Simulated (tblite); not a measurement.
C3H13O2PSi2.
SMILES with atom numbers: `[CH3:1][CH:2]([CH3:3])[O:4][Si@H:5]([PH2:6])[O:7][SiH3:8]` (hydrogens: H9, H10, H11 on C1; H12 on C2; H13, H14, H15 on C3; H16 on Si5; H17, H18 on P6; H19, H20, H21 on Si8)

A start from a force field or distance geometry was refined with tblite 0.8.0, GFN2-xTB geometry optimisation, gas phase. Values at the start:

| coordinate | start |
| --- | --- |
| C1–C2 | 1.534 Å |
| C1–H9 | 1.093 Å |
| C2–C3 | 1.508 Å |
| C2–O4 | 1.427 Å |
| C2–H12 | 1.089 Å |
| C3–H13 | 1.100 Å |
| O4–Si5 | 1.654 Å |
| Si5–P6 | 2.204 Å |
| Si5–O7 | 1.642 Å |
| Si5–H16 | 1.477 Å |
| P6–H17 | 1.404 Å |
| O7–Si8 | 1.658 Å |
| Si8–H19 | 1.483 Å |
| C1–C2–C3 | 110.8° |
| C1–C2–O4 | 108.3° |
| C2–O4–Si5 | 120.5° |
| C3–C2–O4 | 107.7° |
| O4–Si5–P6 | 107.2° |
| O4–Si5–O7 | 111.0° |
| Si5–O7–Si8 | 139.5° |
| P6–Si5–O7 | 109.9° |
| C1–C2–O4–Si5 | -108° |
| C2–O4–Si5–P6 | 178° |
| O4–Si5–O7–Si8 | -162° |

Task: How do these coordinates change at the GFN2-xTB level?

Result: 
```
   coordinate  GFN2-xTB (Å or °)  change
       O4–Si5              1.611  -0.043
       O7–Si8              1.621  -0.037
       P6–H17              1.384  -0.020
      Si8–H19              1.464  -0.019
       Si5–P6              2.223  +0.019
       Si5–O7              1.625  -0.017
        C2–C3              1.524  +0.016
        C2–O4              1.411  -0.016
      Si5–H16              1.463  -0.014
       C3–H13              1.087  -0.013
        C1–C2              1.524  -0.010
       C2–H12              1.099  +0.010
        C1–H9              1.087  -0.006
   Si5–O7–Si8              148.5    +9.0
    C2–O4–Si5              127.1    +6.6
    O4–Si5–P6              101.2    -6.0
     C3–C2–O4              109.5    +1.8
    P6–Si5–O7              111.2    +1.3
     C1–C2–C3              111.9    +1.1
    O4–Si5–O7              111.3    +0.3
     C1–C2–O4              108.0    -0.3
O4–Si5–O7–Si8                 55    -143
 C1–C2–O4–Si5               -141     -33
 C2–O4–Si5–P6                163     -15
```

The energy falls by 8.2 kcal/mol over 181 L-BFGS steps, the largest force on an atom goes from 1.44 to 0.008 eV/Å, and the atoms move by 0.791 Å rms after alignment. The bond that changes most is O4–Si5 (silyl ether oxygen to oxygen-bound silicon), which shortens by 0.043 Å. Bonds longer at the end by more than 0.005 Å: 3 of 20; shorter: 17. Among the dihedrals that turn most is Si5–O7–Si8–H20, from 62° to -155°. Rotational constants go from 1295, 748.6, 524.9 to 1207, 833.7, 594.8 MHz.

The run took 6.1 s of wall time on one thread of an Intel Xeon at 2.50 GHz, no GPU, shared host.

GFN2-xTB frequencies show an imaginary mode (21i cm⁻¹), so the point is no minimum at that level.

The numbers are calculated, not measured.
